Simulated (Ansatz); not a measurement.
CH7AsOSi (`C[SiH2][AsH]O`). Total charge 0; spin multiplicity 1. All single points use the PBE0-D4/def2-TZVP geometry. It is one conformer, not always the lowest.

```xyz
11

C    -1.128   -0.959    0.385
Si   -0.253    0.617    0.875
As    1.244    1.330   -0.825
O     1.834   -0.355   -1.172
H    -1.796   -0.781   -0.460
H    -1.715   -1.356    1.217
H    -0.392   -1.708    0.086
H     0.545    0.422    2.116
H    -1.206    1.740    1.107
H     0.119    1.341   -1.868
H     2.748   -0.290   -1.461
```

Problem. What is the dipole moment at B3LYP/def2-TZVPP? (Estimate.)

Solution. Ansatz gave: 0.18 D, with components (0.11, 0.08, -0.11) D in this frame, pointing from negative to positive charge.

Problem. And with PBE, r2SCAN, ωB97M-V? (Estimate.)

Solution. The calculation gave: PBE 0.25 D, r2SCAN 0.20 D, ωB97M-V 0.14 D.

Problem. Give the Mulliken charges with B3LYP, ωB97M-V, PBE in def2-TZVPP. (Estimate.)

Solution. Ansatz gave: 
| atom | B3LYP | ωB97M-V | PBE |
| --- | --- | --- | --- |
| C1 | -0.37 | -0.43 | -0.35 |
| Si2 | 0.27 | 0.21 | 0.20 |
| As3 | 0.21 | 0.14 | 0.18 |
| O4 | -0.43 | -0.42 | -0.39 |
| H5 | 0.10 | 0.12 | 0.11 |
| H6 | 0.11 | 0.12 | 0.11 |
| H7 | 0.13 | 0.14 | 0.13 |
| H8 | -0.07 | -0.03 | -0.06 |
| H9 | -0.08 | -0.03 | -0.06 |
| H10 | -0.03 | 0.00 | -0.03 |
| H11 | 0.18 | 0.17 | 0.18 |

B3LYP here is the variant with VWN-RPA as its local correlation; programs differ in this.
